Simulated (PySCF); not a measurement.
GeH3N, neutral, multiplicity 1. Atoms are numbered in the order given.

```xyz
5

Ge     0.0516    -0.4154     0.0000
H     -1.5501    -0.5430     0.0000
N     -0.0112     1.4127     0.0000
H     -0.8497     1.9727     0.0000
H      0.8260     1.9751     0.0000
```
Charge 0, spin multiplicity 1.

The structure is a stationary point at B3LYP-D3(BJ)/def2-TZVP.

Computed with ωB97X/def2-TZVPD (PySCF).

Symmetry labels are those of the subgroup Cs that the program uses (full group Cs).

Task: List the valence orbital energies around the gap with their symmetry. (Estimate from the structure and the level; the computed values follow.)

Result: 
```json
[
 {"orbital": "HOMO−7", "symmetry": "A'", "energy (eV)": "-35.48"},
 {"orbital": "HOMO−6", "symmetry": "A'", "energy (eV)": "-35.38"},
 {"orbital": "HOMO−5", "symmetry": "A'", "energy (eV)": "-26.44"},
 {"orbital": "HOMO−4", "symmetry": "A'", "energy (eV)": "-17.27"},
 {"orbital": "HOMO−3", "symmetry": "A'", "energy (eV)": "-16.46"},
 {"orbital": "HOMO−2", "symmetry": "A'", "energy (eV)": "-12.28"},
 {"orbital": "HOMO−1", "symmetry": "A\"", "energy (eV)": "-10.52"},
 {"orbital": "HOMO", "symmetry": "A'", "energy (eV)": "-8.89"},
 {"orbital": "LUMO", "symmetry": "A\"", "energy (eV)": "0.27"},
 {"orbital": "LUMO+1", "symmetry": "A'", "energy (eV)": "1.77"},
 {"orbital": "LUMO+2", "symmetry": "A'", "energy (eV)": "2.59"},
 {"orbital": "LUMO+3", "symmetry": "A'", "energy (eV)": "3.32"}
]
```
